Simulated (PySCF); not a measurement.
Choosing a molecule for a target property.

Species are written as SMILES; each is one conformer at its optimised geometry, gas phase, non-relativistic unless stated. Electronic properties by PySCF.

Dipoles, sizes and rotational constants follow the conformer. The torsions of the flexible species, by atom-mapped SMILES:
- `[F:1][CH:2]([F:3])[O:4][C:5]1=[CH:6][CH2:7][O:8][CH2:9]1`: F1–C2–O4–C5 170°, C2–O4–C5–C6 8°
- `[CH2:1]=[CH:2][CH2:3][C:4](=[O:5])[CH:6]=[O:7]`: C1–C2–C3–C4 127°, C2–C3–C4–O5 7°, C3–C4–C6–O7 -5°
- `[CH3:1][C@H:2]([C:3]#[N:4])[CH2:5][NH:6][SiH2:7][PH2:8]`: C1–C2–C5–N6 -62°, C2–C5–N6–Si7 -77°, C5–N6–Si7–P8 176°, H–P8–Si7–N6 88°, H–P8–Si7–N6 -179°
- `[CH3:1][C:2]#[C:3][P:4]([CH3:5])[c:6]1[cH:7][cH:8][o:9][cH:10]1`: C3–P4–C6–C7 57°

Question: Wanted: dipole moment above 3 D (PBE0/pcSseg-1) and smallest rotational constant above 1.5 GHz (GFN2-xTB), at GFN2-xTB geometries. Which candidate meets both?
A. `C[C@H](C#N)CN[SiH2]P`
B. `C=CCC(=O)C=O`
C. `CC1=CCOC1=O`
D. `C1COCC=1OC(F)F`

Answer: C. Computed values:
```csv
species,dipole moment,smallest rotational constant
C=CCC(=O)C=O,0.81 D,1.274 GHz
C1COCC=1OC(F)F,1.82 D,0.782 GHz
C[C@H](C#N)CN[SiH2]P,3.50 D,0.489 GHz
CC1=CCOC1=O,4.83 D,1.815 GHz
```

Question: Wanted: HOMO energy between -7.7 eV and -6.7 eV (PBE0/pcSseg-1) and HOMO–LUMO gap below 7 eV (PBE0/pcSseg-1), at GFN2-xTB geometries. Which candidate meets both?
A. `C1(=CCOC1=O)C`
B. `CC#CP(C)c1ccoc1`
C. `FC(F)OC1=CCOC1`
D. `C=CCC(=O)C=O`

Answer: D. Computed values:
```csv
species,HOMO energy,HOMO–LUMO gap
C1(=CCOC1=O)C,-7.94 eV,6.81 eV
C=CCC(=O)C=O,-7.42 eV,4.60 eV
FC(F)OC1=CCOC1,-7.01 eV,7.28 eV
CC#CP(C)c1ccoc1,-6.33 eV,6.54 eV
```
